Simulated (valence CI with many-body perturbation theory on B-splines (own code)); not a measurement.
## Ba XVI: magnetic and hyperfine properties of the levels

Computed by relativistic CI+MBPT: five valence electrons over a frozen Dirac-Fock core [Kr], radial functions for each j: 7 s, 7 p, 8 d, 6 f, 4 g, 1 h, with the one-electron correlation potential Σ1 (screened to all orders), the two-electron term Σ2, the three-electron term Σ3, Breit, model QED; selected single and double excitations, second order for the rest (own B-spline code, finite nucleus).

No measured levels were compared; by estimate terms of the open shell hold to 2 to 4 % of their energy, and close levels can change places. Core correlation moves these levels by up to 12000 cm⁻¹, and in measured spectra 5 to 20 % of such shifts remained as error; rates that hang on mixing are uncertain with them. Among the levels kept, up to 310 cm⁻¹ of a level comes from second order outside the variational space, and about a tenth of that is noise between levels of different J, which matters for small intervals. Only levels of the ground parity were solved; by the run's estimate the other parity begins above the list, which can be wrong where configurations are misplaced.

A/g_I is the dipole constant over the nuclear g factor μ/I (μ in nuclear magnetons, uniformly magnetised nucleus), B/Q the quadrupole constant per barn. Both hold the static response of the core; the bare values leave it out. Large factors of s and p1/2 electrons are usually good to 5 to 10 %; those of open d and f shells near neutrality can be off by tens of per cent, and small factors of p3/2, d and f electrons come from cancelling terms and can be off by a factor of two or in sign, in half-filled shells by more. B is blank for J = 1/2, where it vanishes, and for nearly pure S terms. Energies count from the lowest level.

Names give the largest LS component (configuration and term), which can be under half, so a name can repeat, a term be missing and a line seem to break the LS rules; names also repeat where a configuration has a term twice. Letters in brackets count levels of one name in rising energy.

| Level | E (cm⁻¹) | g | A/g_I (MHz) | A/g_I bare | B/Q (MHz/b) | B/Q bare |
| --- | --- | --- | --- | --- | --- | --- |
| 4d⁵ ⁶S_5/2 | 0.0 | 1.922 | -821 | 253 | 298 | 268 |
| 4d⁵ ⁴G_5/2 [a] | 35003 | 1.034 | 2560 | 2530 | 3960 | 3740 |
| 4d⁵ ⁴G_7/2 | 46504 | 1.090 | 2750 | 2790 | 3440 | 3250 |
| 4d⁵ ⁴D_3/2 [a] | 48802 | 1.350 | 2460 | 2830 | 3310 | 3130 |
| 4d⁵ ⁴G_11/2 | 48963 | 1.216 | 2880 | 3080 | -69.0 | -75.9 |
| 4d⁵ ⁴G_5/2 [b] | 50667 | 1.068 | 2520 | 2530 | 1490 | 1420 |
| 4d⁵ ⁴G_9/2 | 51413 | 1.168 | 2710 | 2850 | 2660 | 2520 |
| 4d⁵ ⁴P_1/2 | 56057 | 1.698 | -886 | -96.0 |  |  |
| 4d⁵ ⁴D_7/2 | 62532 | 1.290 | 1920 | 2200 | 741 | 701 |
| 4d⁵ ²D_5/2 [a] | 67012 | 1.274 | 2310 | 2580 | -395 | -378 |
| 4d⁵ ²I_11/2 | 71903 | 1.000 | 3470 | 3400 | 341 | 323 |
| 4d⁵ ⁴D_1/2 | 72442 | 0.895 | 5710 | 5520 |  |  |
| 4d⁵ ²F_7/2 [a] | 74718 | 1.125 | 3280 | 3360 | -4390 | -4150 |
| 4d⁵ ⁴D_3/2 [b] | 75255 | 1.326 | 3120 | 3450 | -2070 | -1970 |
| 4d⁵ ²G_9/2 [a] | 78365 | 1.161 | 2690 | 2820 | -339 | -331 |
| 4d⁵ ²I_13/2 | 78947 | 1.076 | 3410 | 3440 | -4.95 | 1.48 |
| 4d⁵ ⁴F_3/2 | 79811 | 0.712 | 5000 | 4580 | -320 | -298 |
| 4d⁵ ²F_5/2 [a] | 83416 | 1.030 | 3240 | 3210 | -318 | -287 |
| 4d⁵ ²H_9/2 | 93207 | 1.105 | 3080 | 3140 | 686 | 651 |
| 4d⁵ ⁴F_5/2 | 93477 | 1.113 | 2840 | 2910 | -2010 | -1900 |
| 4d⁵ ²G_7/2 [a] | 95577 | 1.002 | 4090 | 4020 | -266 | -248 |
| 4d⁵ ²F_5/2 [b] | 100730 | 1.035 | 2630 | 2600 | 259 | 240 |
| 4d⁵ ²D_3/2 [a] | 101250 | 0.722 | 5550 | 5140 | -199 | -178 |
| 4d⁵ ²F_7/2 [b] | 104660 | 1.101 | 3300 | 3360 | 129 | 128 |
| 4d⁵ ⁴F_7/2 | 109190 | 1.172 | 2720 | 2860 | -4020 | -3810 |
| 4d⁵ ²S_1/2 | 109250 | 1.945 | -1650 | -548 |  |  |
| 4d⁵ ²H_11/2 | 112260 | 1.066 | 3350 | 3360 | -276 | -240 |
| 4d⁵ ²G_9/2 [b] | 112440 | 1.086 | 3130 | 3160 | 951 | 913 |
| 4d⁵ ²D_3/2 [b] | 123420 | 0.827 | 4130 | 3840 | -2650 | -2510 |
| 4d⁵ ²D_5/2 [b] | 124890 | 1.082 | 3070 | 3090 | 1040 | 1000 |
| 4d⁵ ²D_5/2 [c] | 134320 | 1.124 | 2590 | 2670 | -1590 | -1490 |
| 4d⁵ ²G_9/2 [c] | 135820 | 1.110 | 3000 | 3060 | -3940 | -3730 |
| 4d⁵ ²G_7/2 [b] | 141330 | 0.926 | 4120 | 3960 | 4370 | 4130 |
| 4d⁵ ²P_3/2 | 153680 | 1.248 | 2670 | 2910 | -3100 | -2940 |
| 4d⁵ ²P_1/2 | 163420 | 0.793 | 434 | 80.7 |  |  |
| 4d⁵ ²D_5/2 [d] | 178350 | 1.194 | 2260 | 2420 | -2760 | -2610 |
| 4d⁵ ²D_3/2 [c] | 183750 | 0.873 | 5590 | 5370 | 5040 | 4770 |

Q: Take the isotope of mass number 137, with I = 3/2, μ = 0.9375 μN and Q = 0.236 b. What is the hyperfine structure of 4d⁵ ⁴G_7/2?

A: From the table A = 1720 MHz, B = 811 MHz. Shifts from the centre of gravity in MHz: F = 2: -11200, F = 3: -6590, F = 4: 53.5, F = 5: 9230.
